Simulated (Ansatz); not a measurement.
MoO₃⁺. Total charge 1; doublet. Geometry B3LYP-D4/def2-TZVP.

```xyz
4

Mo   -0.0508    0.3927   -0.6673
O    -0.1848    0.5255    1.1927
O     1.0592   -0.0153    0.7806
O    -0.8237   -0.9029   -1.3060
```

In the def2 sets Mo takes a core potential; there is no spin–orbit coupling. The structure holds 1 bond(s) between oxygen atoms. At HF/def2-TZVP the charge 1 doublet is spin-contaminated (final ⟨S²⟩ up to 1.49, 0.75 for a pure state). Another isomer (doublet) lies 0.88 eV lower at PBE0-D4/def2-TZVP; other spin states weren't run for this one.

Task: Estimate the α-spin orbital energies around the gap (eV) in Ansatz with HF/def2-TZVP, PBE-D4/def2-TZVP, r2SCAN-D4/def2-TZVP, PBE0-D4/def2-TZVP.

Result: 
```csv
orbital,HF/def2-TZVP,PBE-D4/def2-TZVP,r2SCAN-D4/def2-TZVP,PBE0-D4/def2-TZVP
HOMO−5,-21.55,-16.94,-17.32,-18.66
HOMO−4,-21.27,-16.55,-16.91,-18.23
HOMO−3,-21.15,-15.86,-16.18,-17.44
HOMO−2,-19.81,-15.43,-15.66,-16.86
HOMO−1,-18.70,-13.10,-13.32,-14.71
HOMO,-17.94,-12.81,-13.29,-14.48
LUMO,-7.32,-11.12,-11.04,-10.39
LUMO+1,-6.72,-10.96,-10.94,-10.29
LUMO+2,-4.54,-8.94,-8.82,-8.12
LUMO+3,-3.33,-8.82,-8.73,-7.95
LUMO+4,-3.28,-7.41,-6.95,-6.33
LUMO+5,-2.40,-7.10,-6.75,-5.77
β HOMO,-19.14,-13.11,-13.36,-14.61
β LUMO,-6.29,-11.14,-10.78,-10.07
```
